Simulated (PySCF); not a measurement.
Geometries of 2 isomers of C5H7NO2, from PBE0-D3(BJ)/def2-SVP geometry optimisation, gas phase (PySCF). One conformer each, no zero-point energy, no frequencies.

Question: Which isomer lies lower at this level?
A.
```xyz
15
angstrom
C      2.053    0.395   -0.815
O      1.627   -0.184    0.384
C      0.488   -0.982    0.256
C     -0.767   -0.190    0.046
C     -1.933   -0.511   -0.706
N     -2.834    0.435   -0.642
O     -2.296    1.407    0.141
C     -1.081    1.039    0.549
H      1.289    1.063   -1.256
H      2.953    0.986   -0.598
H      2.310   -0.375   -1.570
H      0.414   -1.562    1.189
H      0.600   -1.714   -0.569
H     -2.140   -1.406   -1.293
H     -0.543    1.744    1.180
```
B.
```xyz
15
angstrom
C      2.955   -0.163   -0.548
C      1.900    0.378    0.068
C      0.522    0.125   -0.429
O      0.317   -0.588   -1.394
C     -0.598    0.831    0.299
C     -1.934    0.103    0.457
N     -2.306   -0.656   -0.596
O     -2.602    0.272    1.455
H      2.799   -0.800   -1.424
H      3.977    0.008   -0.202
H      2.019    1.017    0.948
H     -0.803    1.755   -0.275
H     -0.291    1.153    1.302
H     -1.614   -0.879   -1.307
H     -3.150   -1.206   -0.499
```

Answer: B. That is `C=CC(=O)CC(N)=O`, 48.6 kcal/mol below the other.

```
         SMILES                                 atoms numbered as above      E (Eh)  relative (kcal/mol)  relative (kJ/mol)  dipole (D)
C=CC(=O)CC(N)=O  [CH2:1]=[CH:2][C:3](=[O:4])[CH2:5][C:6]([NH2:7])=[O:8]  -399.20809                  0.0                0.0        3.24
     COCc1cnoc1        [CH3:1][O:2][CH2:3][c:4]1[cH:5][n:6][o:7][cH:8]1  -399.13056                 48.6              203.6        2.57
```

As drawn, the lower has a C=O bond, an N–H bond and a C(=O)–N unit, which the higher lacks; the higher has an aromatic ring and an N–O linkage, which the lower lacks.
